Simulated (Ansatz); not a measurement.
Task: Name a neutral molecule of C, Cl, Sb, Si and H with LUMO energy (PBE0/def2-TZVPP) between -0.70 and -0.40 eV and HOMO energy (ωB97M-V/def2-TZVPP) between -9.20 and -8.90 eV (Ansatz, PBE0-D4/def2-TZVP geometry).

Result: `C[SiH](Cl)[SbH2]` (-0.43 eV, -9.17 eV). Other molecules can fit too; these were computed, each in one conformer that needn't be the lowest.
